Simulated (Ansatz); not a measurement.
Two isomers of C3H11BSi: A = `BCC[SiH2]C`, B = `CB(C)C[SiH3]`.

Gas-phase electronic energies from Ansatz, PBE0-D4/def2-TZVP geometries. CBS: MP2 limit from def2 TZ/QZ plus the TZ coupled-cluster correction, frozen cores. Functionals use def2-TZVPP. B3LYP here is the variant with VWN-RPA as its local correlation; programs differ in this. One conformer a species, not always the lowest.

Task: Which isomer does CCSD(T)/CBS put lower? Give the gap. (Best estimate.)

Result: The calculation gave: B, by 91.5 kJ/mol.

Task: Give E(B) − E(A) in kJ/mol with B3LYP, ωB97M-V, r2SCAN-D4, B3LYP-D4, CCSD/def2-TZVPP, PBE0-D4, MP2/def2-TZVPP. (Estimate.)

Result: Ansatz gave: B3LYP -91.5, ωB97M-V -93.1, r2SCAN-D4 -99.9, B3LYP-D4 -94.0, CCSD/def2-TZVPP -90.8, PBE0-D4 -96.7, MP2/def2-TZVPP -93.7. None reverses the order clearly.

Largest T1 diagnostic: 0.010.

In def2-TZVPP, CCSD(T) changes the Hartree–Fock value by −10.4 kJ/mol (the triples alone add −1.5 kJ/mol) and MP2 by −11.8 kJ/mol.
